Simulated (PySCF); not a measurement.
HOSn, SMILES [OH+]=[Sn] (connectivity only; charge and spin as stated), charge +1, multiplicity 1. Atoms are numbered in the order given.

```xyz
3

O      0.0000     0.0000     1.5731
Sn     0.0000     0.0000    -0.3024
H      0.0000     0.0000     2.5373
```
Charge +1, spin multiplicity 1.

The structure is a stationary point at B3LYP-D3(BJ)/def2-TZVP. The isomer is the one that the SMILES or the coordinates give; other isomers of the formula were not compared. The def2 effective core potentials stand for the cores of Sn; spin–orbit coupling is left out.

These are TDDFT-M06-2X/def2-TZVPD (PySCF) values and carry that method's errors.

Vertical excitations; the highest root listed may be one member of a degenerate set. Gas-phase values at a fixed geometry. State labels are in the subgroup C2v.

```
state  symmetry  energy (eV)  λ (nm)      f                                 main pairs
-----  --------  -----------  ------  -----  -----------------------------------------
S1           A2         5.63     220  0.000         HOMO−1→LUMO+1 49 %, HOMO→LUMO 49 %
S2           A1         5.95     208  0.000  HOMO→LUMO+1, HOMO−1→LUMO (degenerate set)
S3           A2         5.95     208  0.000  HOMO→LUMO, HOMO−1→LUMO+1 (degenerate set)
S4           B1         6.84     181  0.207               HOMO−2→LUMO (degenerate set)
S5           B2         6.84     181  0.207             HOMO−2→LUMO+1 (degenerate set)
S6           A1         7.42     167  0.077         HOMO−1→LUMO 46 %, HOMO→LUMO+1 46 %
S7           B1         8.33     149  0.055             HOMO−1→LUMO+2 (degenerate set)
S8           B2         8.33     149  0.055               HOMO→LUMO+2 (degenerate set)
S9           A1         9.41     132  1.005                         HOMO−2→LUMO+2 92 %
S10          B2        10.79     115  0.023         HOMO→LUMO+4 54 %, HOMO→LUMO+3 35 %
T1           B2         4.72     263      0             HOMO−2→LUMO+1 (degenerate set)
T2           B1         4.72     263      0               HOMO−2→LUMO (degenerate set)
T3           A1         5.36     231      0         HOMO→LUMO+1 48 %, HOMO−1→LUMO 48 %
T4           A1         5.58     222      0         HOMO−1→LUMO 49 %, HOMO→LUMO+1 49 %
```
Triplets are in the Tamm–Dancoff approximation, which puts them higher than full response would, so one can lie above its singlet here.
